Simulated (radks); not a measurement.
Values are calculated unless marked as measured or tabulated.
Dynamic dipole polarisability and lines of the vanadium ion V5+, [Ar]. Level of theory: scalar-relativistic Kohn-Sham, LDA (Slater exchange, Perdew-Wang correlation), spin-unpolarised, spherical densities, finite nucleus; Fermi nuclear charge, rms radius of each element as measured or else 0.836 A^(1/3) + 0.57 fm (a radial shooting solver on a logarithmic mesh with Libxc functionals). Time-dependent linear response with the Hartree and adiabatic LDA kernel, continuum included through the Sternheimer equations, no spin-orbit coupling, so fine structure and intercombination lines are absent. Lines are the poles of the dipole polarisability below minus the highest occupied eigenvalue, found on a grid refined at the orbital gaps; the lowest seven at most are given, and weak or close lines can be missed. The first line takes the name of the lowest orbital gap if no other gap lies below it; otherwise a line is named after a gap within 0.6 % of it, if that gap stands alone.

| photon energy (eV) | alpha (bohr^3) |
|---|---|
| 0 | 1.083 |
| 5.782 | 1.094 |
| 13.492 | 1.146 |
| 21.202 | 1.255 |
| 28.912 | 1.458 |
| 36.622 | 1.864 |
| 44.332 | 2.894 |
| 52.042 | 9.534 |
| 59.752 | -4.780 |
| 67.462 | -3.070 |
| 75.172 | -1.036 |
| 82.882 | -0.5439 |
| 90.592 | -0.2289 |
| 98.302 | 4.515 |

Lines (eV, oscillator strength): 54.894 (22.59 nm, 3p-3d), f = 3.84; 66.575 (18.62 nm, 3p-4s), f = 0.220; 86.179 (14.39 nm, unassigned), f = 0.0559; 91.719 (13.52 nm, 3p-5s), f = 0.0591; 98.799 (12.55 nm, 3p-5d), f = 0.0133; 101.38 (12.23 nm, unassigned), f = 0.0609. Higher lines, where found, are left out when the end of the mesh affects them. Those listed give 92 % of the static polarisability (sum of f/w^2). Orbital energy gaps for comparison: 3p-3d 41.500 eV; 3p-4s 66.270 eV; 3p-4d 85.513 eV; 3p-5s 91.638 eV; 3p-5d 99.145 eV.
